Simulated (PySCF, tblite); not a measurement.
Q: What does the GFN2-xTB structure of InChI=1S/C9H10/c1-3-4-5-9-7-6-8(9)2/h3,5-7H,1-2,4H2/b9-5- look like in three dimensions?

A: 
```xyz
19
C9H10 angstrom
C     -0.313    3.379    1.020
C     -0.202    2.065    0.990
C      0.565    1.302   -0.048
C     -0.373    0.456   -0.855
C     -0.400   -0.868   -0.876
C     -1.212   -1.874   -1.582
C     -0.532   -2.907   -1.041
C      0.349   -2.015   -0.266
C      1.336   -2.200    0.592
H     -0.883    3.888    1.780
H      0.170    4.008    0.289
H     -0.699    1.453    1.732
H      1.081    2.004   -0.709
H      1.307    0.667    0.438
H     -1.097    1.003   -1.447
H     -2.034   -1.790   -2.268
H     -0.590   -3.977   -1.125
H      1.855   -1.388    1.072
H      1.663   -3.194    0.851
```

Any rigid rotation of these coordinates is as good. Atoms count from 1 in this order. The C–C distances run from 1.319 Å (C1=C2, drawn double) to 1.500 Å (C2–C3, drawn single), a spread of 0.181 Å. Of the pairs four or more bonds apart, H14···H18 is among the closest relative to their van der Waals radii: 2.22 Å, 92 % of the sum of Bondi's values. The 4-membered ring C5–C6–C7–C8 has internal angles of 87.0° to 93.0° (sum 360°, against 360° for a flat polygon); it is planar, 0.00 Å rms from its mean plane, widest ring torsion 0°.

Bonds between heavy atoms (Å): C1=C2 1.319, C2–C3 1.500, C3–C4 1.499, C4=C5 1.325, C5–C6 1.473, C6=C7 1.350, C7–C8 1.474, C8=C9 1.322, C5–C8 1.499.

Structure optimised with GFN2-xTB, isolated species.

Point group: C1 (no symmetry element, even within 0.4 Å). Its GFN2-xTB frequencies are all real (lowest 18 cm⁻¹). One conformer, not necessarily the lowest (C1–C2–C3–C4 -115°, C2–C3–C4–C5 -114°). 2 starts were optimised and ended at 0.00 and 0.04 kcal/mol (GFN2-xTB); the lowest of these is shown.

The numbers are calculated, not measured.
